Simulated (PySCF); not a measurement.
Highest occupied level (eV) of eight silicon and germanium compounds: PBE beside ωB97X, computed with PySCF for isolated molecules in the bases named; differences from unrounded values. The eight are the first of their class met in an unordered collection, after screening for sound electronic states; none was chosen by its value. Each molecule has one DFT geometry for both levels.

| molecule | basis | ωB97X | PBE | difference |
|---|---|---|---|---|
| C2H8N2OSi, SMILES N[Si@@H](/N=C\C)O | def2-TZVP | -9.13 | -5.34 | 3.78 |
| C₂H₆OSi₂, SMILES [SiH2](C#C)[SiH2]O | def2-TZVP | -10.05 | (withheld) | (withheld) |
| CH₉NSi₂, SMILES C[Si@@H](N)[SiH3] | def2-TZVP | -9.19 | -5.65 | 3.54 |
| Si(AsH2)(F)2(H) (AsF2H3Si), SMILES F[SiH](F)[AsH2] | def2-TZVP | -10.25 | -6.90 | 3.35 |
| C₂H₄F₂Si, SMILES C=C(F)[SiH2]F | def2-TZVP | -10.35 | (withheld) | (withheld) |
| CH7NSi2, SMILES C1N[SiH2][SiH2]1 | def2-TZVP | -9.10 | -5.40 | 3.70 |
| ethyl(prop-1-ynyl)silane (C5H10Si), SMILES CC#C[SiH2]CC | def2-TZVP | -9.84 | (withheld) | (withheld) |
| C4H10OSi, SMILES C=C(CC)[SiH2]O | def2-TZVP | -9.88 | -6.42 | 3.46 |

**Question.** Complete the blanks. (An estimate is asked for; the answer gives what the named calculation found.)

**Answer.** 
- C₂H₄F₂Si, SMILES C=C(F)[SiH2]F, PBE: -6.74
- C₂H₄F₂Si, SMILES C=C(F)[SiH2]F, difference: 3.61
- ethyl(prop-1-ynyl)silane (C5H10Si), SMILES CC#C[SiH2]CC, PBE: -6.30
- ethyl(prop-1-ynyl)silane (C5H10Si), SMILES CC#C[SiH2]CC, difference: 3.54
- C₂H₆OSi₂, SMILES [SiH2](C#C)[SiH2]O, PBE: -6.60
- C₂H₆OSi₂, SMILES [SiH2](C#C)[SiH2]O, difference: 3.45

PBE lies below ωB97X in 0 and above it in 8 of the eight; the mean signed difference is 3.55 and the largest 3.78 eV.
